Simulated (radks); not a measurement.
Results of a calculation; reference values are marked as such.
Sb2+, 49 electrons, occupied as [Kr] 4d10 5s2 5p1. Level of theory: Dirac Kohn-Sham, PBE, spin-unpolarised, spherical densities, point nucleus; open shells are shared between the two j in proportion to 2j + 1; speed of light set to 274.072 atomic units (2 times the physical value, a model run) (a radial shooting solver on a logarithmic mesh with Libxc functionals).

Normalised radial functions P(r) = r R(r) (large component), r in bohr:

r           4d5/2
0.001511   0.0000
0.001745   0.0000
0.002016   0.0000
0.002309   0.0000
0.002667   0.0000
0.00308    0.0000
0.003557   0.0001
0.004108   0.0001
0.004745   0.0002
0.00548    0.0002
0.006328   0.0004
0.007308   0.0006
0.00844    0.0008
0.00967    0.0012
0.01117    0.0018
0.0129     0.0028
0.0149     0.0041
0.0172     0.0061
0.01987    0.0090
0.02294    0.0131
0.0265     0.0190
0.0306     0.0274
0.03534    0.0391
0.04081    0.0552
0.04676    0.0755
0.054      0.1038
0.06237    0.1402
0.07203    0.1860
0.08318    0.2414
0.09607    0.3057
0.1109     0.3761
0.1281     0.4476
0.148      0.5122
0.1709     0.5591
0.1958     0.5755
0.2261     0.5504
0.2611     0.4702
0.3016     0.3287
0.3483     0.1280
0.4022    -0.1192
0.4645    -0.3894
0.5365    -0.6513
0.6196    -0.8717
0.7155    -1.0206
0.8264    -1.0803
0.9467    -1.0544
1.093     -0.9545
1.263     -0.8045
1.458     -0.6326
1.684     -0.4635
1.945     -0.3154
2.246     -0.1977
2.594     -0.1129
2.996     -0.0579
3.46      -0.0262
3.964     -0.0109
4.578     -0.0037
5.287     -0.0010
6.106     -0.0002
7.052     0.0000
8.144     0.0000

4d5/2: eigenvalue -52.935 eV, 1 radial node at r = 0.376 bohr, <r> = 1.02 bohr, 90 % of the charge inside 1.57 bohr.
